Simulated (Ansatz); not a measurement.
Zr₂O₅H₂, relaxed as a singlet with RKS B3LYP-D4/def2-SVP in Ansatz, starting from the GFN2-xTB geometry. Force threshold 0.02 eV/Å.

In the def2 sets Zr takes a core potential; there is no spin–orbit coupling. The structure comes from a short search, and lower isomers may exist.

Start:

```xyz
9

Zr    0.0300    0.5294    0.8298
Zr    0.7347   -0.3278   -1.9979
O     1.4823   -0.7019   -0.3489
O    -0.3518    1.0047   -1.3174
O     0.5989    1.8405    2.1089
O    -1.2334   -0.3340    1.6879
O    -0.4223   -1.8025   -2.3442
H    -0.9758   -2.0495   -1.5808
H     0.1373    1.8411    2.9627
```

```json
{"step": "1", "energy (eV)": "-12830.9471", "largest force component (eV/Å)": "1.532", "SCF passes": "20"}
{"step": "2", "energy (eV)": "-12831.1259", "largest force component (eV/Å)": "1.817", "SCF passes": "29"}
{"step": "3", "energy (eV)": "-12831.2910", "largest force component (eV/Å)": "0.384", "SCF passes": "24"}
{"step": "4", "energy (eV)": "-12831.3212", "largest force component (eV/Å)": "1.148", "SCF passes": "22"}
{"step": "5", "energy (eV)": "-12831.3424", "largest force component (eV/Å)": "1.356", "SCF passes": "25"}
{"step": "6", "energy (eV)": "-12831.3984", "largest force component (eV/Å)": "0.320", "SCF passes": "23"}
{"step": "7 (rejected)", "energy (eV)": "-12831.3948", "largest force component (eV/Å)": "1.004", "SCF passes": "23"}
{"step": "8", "energy (eV)": "-12831.4147", "largest force component (eV/Å)": "0.152", "SCF passes": "24"}
{"step": "9", "energy (eV)": "-12831.4245", "largest force component (eV/Å)": "0.197", "SCF passes": "23"}
{"step": "10", "energy (eV)": "-12831.4352", "largest force component (eV/Å)": "0.410", "SCF passes": "23"}
{"step": "11", "energy (eV)": "-12831.4395", "largest force component (eV/Å)": "0.384", "SCF passes": "23"}
{"step": "12 (rejected)", "energy (eV)": "-12831.4184", "largest force component (eV/Å)": "0.437", "SCF passes": "23"}
{"step": "13", "energy (eV)": "-12831.4524", "largest force component (eV/Å)": "0.069", "SCF passes": "24"}
{"step": "14", "energy (eV)": "-12831.4543", "largest force component (eV/Å)": "0.099", "SCF passes": "24"}
{"step": "15", "energy (eV)": "-12831.4548", "largest force component (eV/Å)": "0.032", "SCF passes": "26"}
{"step": "16", "energy (eV)": "-12831.4550", "largest force component (eV/Å)": "0.024", "SCF passes": "25"}
{"step": "17 (rejected)", "energy (eV)": "-12831.4550", "largest force component (eV/Å)": "0.019", "SCF passes": "26"}
{"step": "18", "energy (eV)": "-12831.4550", "largest force component (eV/Å)": "0.007", "SCF passes": "16"}
```

Force components are those of the run's own axes.

End:

Cartesian coordinates in Å:
```
Zr -0.1105 0.5260 1.1156
Zr 0.5896 -0.3576 -1.7319
O 1.2031 -0.7718 -0.0216
O -0.5885 0.8701 -0.9717
O 0.7350 2.0221 2.1110
O -1.3787 -0.3580 1.9794
O -0.2508 -1.8274 -2.6879
H -0.8767 -2.5535 -2.7640
H 0.6775 2.4499 2.9712
```

By distances, no bond broke or formed. The bond that changes most is Zr1–O3, from 2.24 to 2.17 Å (atoms count from 1).

The force fell under the threshold at step 17, but the optimiser went on. No frequencies were taken in this run, so the end may be a saddle point.

Run time 41 s (4 threads of Arm Neoverse V2 on a shared host).
